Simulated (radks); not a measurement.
The numbers below are computed, except where a source is named.
The magnesium ion Mg+ inside a hard spherical wall (all orbitals vanish at R), configuration held at [Ne] 3s1 and not refilled when levels cross. Level of theory: non-relativistic Kohn-Sham, PBE, spin-polarised, spherical densities, point nucleus; open shells are filled with parallel spins first (a radial shooting solver on a logarithmic mesh with Libxc functionals). Eigenvalues in eV for spin up, with the zero of energy where the potential of the charges vanishes at infinity; a dash marks a level that is unbound or too diffuse for the functional's potential to be trusted. A positive occupied level is held by the wall or, in an anion where self-interaction has pushed it up, behind a barrier. The pressure on the wall is -dE/dV.

| R (bohr) | E (hartree) | kinetic (hartree) | e(1s) | e(2s) | e(2p) | e(3s) | e(3p, empty) | e(4s, empty) | pressure (GPa) |
|---|---|---|---|---|---|---|---|---|---|
| free | -199.67537 | 199.333 | -1266.3 | -88.600 | -55.701 | -11.899 | -7.507 | - | 0 |
| 15 | -199.67537 | 199.333 | -1266.3 | -88.600 | -55.701 | -11.899 | -7.507 | - | < 0.0001 |
| 7 | -199.67328 | 199.352 | -1266.2 | -88.471 | -55.573 | -11.787 | -7.194 | 0.522 | 0.145 |
| 6 | -199.66681 | 199.394 | -1265.9 | -88.221 | -55.324 | -11.510 | -6.631 | 4.314 | 0.763 |
| 5 | -199.64266 | 199.514 | -1265.3 | -87.623 | -54.730 | -10.620 | -5.132 | 12.124 | 4.03 |
| 4 | -199.55432 | 199.845 | -1263.8 | -86.356 | -53.471 | -7.726 | -1.003 | 29.668 | 23.3 |
| 3 | -199.20001 | 200.927 | -1260.4 | -83.625 | -50.733 | 2.821 | 11.831 | 75.839 | 180 |
| 2 | -197.11893 | 207.031 | -1245.5 | -73.750 | -40.107 | 54.968 | 65.111 | 240.31 | 3010 |
| 1.5 | -191.70151 | 222.104 | -1213.4 | -52.360 | -16.894 | 161.70 | 162.12 | 513.53 | 21400 |
